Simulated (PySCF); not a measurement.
C₄H₇BFN, SMILES C(B1C=CCN1)F.

The structure is a stationary point at PBE-D3(BJ)/def2-SVP. This is a generated structure with no PubChem entry under its InChIKey; it may be hypothetical. Other conformers were not sampled.

Level of theory: PBE-D3(BJ)/def2-SVP (PySCF).

No scaling factor is applied to the harmonic values.

Computed vibrational spectrum:
```json
[
 {"mode": "1", "ν (cm⁻¹)": "91", "IR (km/mol)": "2.8", "moving atoms (share of kinetic energy)": "F 31 %, C 25 %, H 25 %, N 14 %"},
 {"mode": "2", "ν (cm⁻¹)": "139", "IR (km/mol)": "4.1", "moving atoms (share of kinetic energy)": "F 45 %, C 17 %, N 16 %, H 12 %, B 10 %"},
 {"mode": "3", "ν (cm⁻¹)": "173", "IR (km/mol)": "9.6", "moving atoms (share of kinetic energy)": "H 37 %, C 30 %, N 19 %, B 14 %"},
 {"mode": "4", "ν (cm⁻¹)": "348", "IR (km/mol)": "4.5", "moving atoms (share of kinetic energy)": "H 47 %, C 33 %, N 13 %"},
 {"mode": "5", "ν (cm⁻¹)": "372", "IR (km/mol)": "0.8", "moving atoms (share of kinetic energy)": "C 39 %, F 38 %, H 9 %, N 9 %"},
 {"mode": "6", "ν (cm⁻¹)": "483", "IR (km/mol)": "2.2", "moving atoms (share of kinetic energy)": "H 36 %, B 28 %, C 25 %, N 10 %"},
 {"mode": "7", "ν (cm⁻¹)": "566", "IR (km/mol)": "43.9", "moving atoms (share of kinetic energy)": "H 89 %"},
 {"mode": "8", "ν (cm⁻¹)": "591", "IR (km/mol)": "4.0", "moving atoms (share of kinetic energy)": "C 70 %, H 16 %"},
 {"mode": "9", "ν (cm⁻¹)": "664", "IR (km/mol)": "45.1", "moving atoms (share of kinetic energy)": "H 86 %, C 13 %"},
 {"mode": "10", "ν (cm⁻¹)": "767", "IR (km/mol)": "0.7", "moving atoms (share of kinetic energy)": "C 65 %, N 20 %, H 11 %"},
 {"mode": "11", "ν (cm⁻¹)": "808", "IR (km/mol)": "2.8", "moving atoms (share of kinetic energy)": "C 48 %, N 29 %, H 19 %"},
 {"mode": "12", "ν (cm⁻¹)": "849", "IR (km/mol)": "15.3", "moving atoms (share of kinetic energy)": "H 41 %, B 31 %, C 25 %"},
 {"mode": "13", "ν (cm⁻¹)": "920", "IR (km/mol)": "7.7", "moving atoms (share of kinetic energy)": "C 52 %, H 41 %"},
 {"mode": "14", "ν (cm⁻¹)": "934", "IR (km/mol)": "8.6", "moving atoms (share of kinetic energy)": "H 58 %, C 39 %"},
 {"mode": "15", "ν (cm⁻¹)": "960", "IR (km/mol)": "0.7", "moving atoms (share of kinetic energy)": "H 72 %, C 28 %"},
 {"mode": "16", "ν (cm⁻¹)": "1004", "IR (km/mol)": "57.2", "moving atoms (share of kinetic energy)": "C 34 %, H 29 %, F 23 %, B 12 %"},
 {"mode": "17", "ν (cm⁻¹)": "1025", "IR (km/mol)": "45.4", "moving atoms (share of kinetic energy)": "H 56 %, C 23 %, N 13 %"},
 {"mode": "18", "ν (cm⁻¹)": "1057", "IR (km/mol)": "1.8", "moving atoms (share of kinetic energy)": "H 62 %, C 18 %"},
 {"mode": "19", "ν (cm⁻¹)": "1129", "IR (km/mol)": "17.0", "moving atoms (share of kinetic energy)": "H 48 %, B 32 %, C 14 %"},
 {"mode": "20", "ν (cm⁻¹)": "1132", "IR (km/mol)": "0.1", "moving atoms (share of kinetic energy)": "H 91 %"},
 {"mode": "21", "ν (cm⁻¹)": "1193", "IR (km/mol)": "15.3", "moving atoms (share of kinetic energy)": "H 56 %, B 23 %, N 11 %, C 10 %"},
 {"mode": "22", "ν (cm⁻¹)": "1196", "IR (km/mol)": "1.0", "moving atoms (share of kinetic energy)": "H 91 %"},
 {"mode": "23", "ν (cm⁻¹)": "1253", "IR (km/mol)": "36.9", "moving atoms (share of kinetic energy)": "H 53 %, C 39 %"},
 {"mode": "24", "ν (cm⁻¹)": "1309", "IR (km/mol)": "6.4", "moving atoms (share of kinetic energy)": "C 50 %, H 43 %"},
 {"mode": "25", "ν (cm⁻¹)": "1335", "IR (km/mol)": "16.5", "moving atoms (share of kinetic energy)": "H 46 %, C 28 %, B 21 %"},
 {"mode": "26", "ν (cm⁻¹)": "1381", "IR (km/mol)": "11.8", "moving atoms (share of kinetic energy)": "H 82 %, C 14 %"},
 {"mode": "27", "ν (cm⁻¹)": "1393", "IR (km/mol)": "9.7", "moving atoms (share of kinetic energy)": "H 93 %"},
 {"mode": "28", "ν (cm⁻¹)": "1462", "IR (km/mol)": "70.2", "moving atoms (share of kinetic energy)": "B 35 %, N 30 %, H 25 %, C 10 %"},
 {"mode": "29", "ν (cm⁻¹)": "1572", "IR (km/mol)": "48.3", "moving atoms (share of kinetic energy)": "C 89 %"},
 {"mode": "30", "ν (cm⁻¹)": "2927", "IR (km/mol)": "23.1", "moving atoms (share of kinetic energy)": "H 95 %"},
 {"mode": "31", "ν (cm⁻¹)": "2928", "IR (km/mol)": "34.1", "moving atoms (share of kinetic energy)": "H 95 %"},
 {"mode": "32", "ν (cm⁻¹)": "2959", "IR (km/mol)": "14.6", "moving atoms (share of kinetic energy)": "H 91 %, C 9 %"},
 {"mode": "33", "ν (cm⁻¹)": "2968", "IR (km/mol)": "27.2", "moving atoms (share of kinetic energy)": "H 91 %, C 9 %"},
 {"mode": "34", "ν (cm⁻¹)": "3107", "IR (km/mol)": "10.4", "moving atoms (share of kinetic energy)": "H 92 %, C 8 %"},
 {"mode": "35", "ν (cm⁻¹)": "3136", "IR (km/mol)": "10.6", "moving atoms (share of kinetic energy)": "H 91 %, C 9 %"},
 {"mode": "36", "ν (cm⁻¹)": "3572", "IR (km/mol)": "40.4", "moving atoms (share of kinetic energy)": "H 93 %"}
]
```
